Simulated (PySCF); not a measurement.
ClH₆NSi₃. Atoms are numbered in the order given.

```xyz
11

Cl    -2.4065     0.3941     0.0000
Si    -0.6448    -0.7101     0.0000
Si     1.0471     0.0472    -1.4499
N      1.9804     0.3890     0.0000
Si     1.0471     0.0472     1.4499
H     -1.0000    -2.1587     0.0000
H      1.6989    -0.9529    -2.3555
H      0.7164     1.2517    -2.2749
H      2.9268     0.7594     0.0000
H      0.7164     1.2517     2.2749
H      1.6989    -0.9529     2.3555
```

Geometry: PBE0-D3(BJ)/def2-SVP. This is a generated structure with no PubChem entry under its InChIKey; it may be hypothetical.

Level of theory: PBE/pcSseg-1 (PySCF).

GIAO shieldings, no solvent; atoms alike by connectivity are averaged. δ = σ(ref) − σ: ³⁵Cl against HCl (σ = 936.5 ppm); ²⁹Si against TMS (σ = 335.4 ppm); ¹⁵N against NH3 (σ = 267.0 ppm); ¹H against TMS (σ = 31.49 ppm), references at their B3LYP-D3(BJ)/def2-TZVP geometries, non-relativistic (without spin–orbit terms, shifts of atoms bonded to Cl or Br come out too high).

```tsv
atoms	nucleus	count	δ (ppm)
Cl1	³⁵Cl	1	-72.5
Si2	²⁹Si	1	16.8
Si3, Si5	²⁹Si	2	-9.8
N4	¹⁵N	1	(withheld)
H6	¹H	1	6.42
H7, H8, H10, H11	¹H	4	(withheld)
H9	¹H	1	(withheld)
```

Question: Fill in the missing entries. (An estimate is asked for; the answer gives what the named calculation found.)

Answer: 
- H7, H8, H10, H11, δ (ppm): 6.11
- N4, δ (ppm): 29.7
- H9, δ (ppm): 0.25
